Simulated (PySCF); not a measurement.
C8H6N2S, SMILES c1cncc(-c2nccs2)c1, GFN2-xTB optimised geometry.

```
17

C      0.93    -2.94     0.00
C      2.30    -2.76     0.00
N      2.88    -1.57     0.00
C      2.11    -0.50     0.00
C      0.71    -0.56     0.00
C     -0.11     0.63     0.00
N     -1.40     0.63     0.00
C     -1.91     1.87     0.00
C     -1.00     2.88     0.00
S      0.59     2.24     0.00
C      0.12    -1.83     0.00
H      0.50    -3.94     0.00
H      2.98    -3.61     0.00
H      2.62     0.45     0.00
H     -2.98     1.99     0.00
H     -1.17     3.94     0.00
H     -0.96    -1.90     0.00
```

Density from PySCF with B3LYP/def2-SVP at that geometry.

Minimum of the electron density along straight lines between bonded atoms, close to the bond critical point (lines longer than 1.1 times the sum of covalent radii, or with two minima, are not listed):

```
bond     length / Å  ρ at the minimum / e bohr⁻³  ∇²ρ there / e bohr⁻⁵  position (fraction from the first atom)
-------  ----------  ---------------------------  --------------------  ---------------------------------------
C1–C2         1.389                        0.315                 -0.82                                     0.50
C2–N3         1.323                        0.351                 -1.01                                     0.35
N3–C4         1.317                        0.356                 -1.02                                     0.65
C4–C5         1.398                        0.310                 -0.79                                     0.50
C5–C6         1.443                        0.285                 -0.72                                     0.49
C6–N7         1.291                        0.374                 -0.93                                     0.35
N7–C8         1.346                        0.335                 -0.99                                     0.65
C8–C9         1.361                        0.325                 -0.83                                     0.49
C6–S10        1.763                        0.202            (withheld)                                     0.47
C9–S10        1.716                   (withheld)            (withheld)                                     0.47
C1–C11        1.381                        0.316                 -0.82                                     0.50
C5–C11        1.398                        0.307                 -0.78                                     0.50
C1–H12        1.079                        0.285                 -1.09                                     0.63
C2–H13        1.082                        0.288                 -1.13                                     0.64
C4–H14        1.083                        0.287                 -1.12                                     0.64
C8–H15        1.075                        0.289                 -1.15                                     0.64
C9–H16        1.071                        0.287                 -1.13                                     0.65
C11–H17       1.079                        0.288                 -1.14                                     0.65
```

Problem. Fill in the missing entries.

Solution. 
- C6–S10, ∇²ρ there / e bohr⁻⁵: -0.38
- C9–S10, ρ at the minimum / e bohr⁻³: 0.218
- C9–S10, ∇²ρ there / e bohr⁻⁵: -0.48
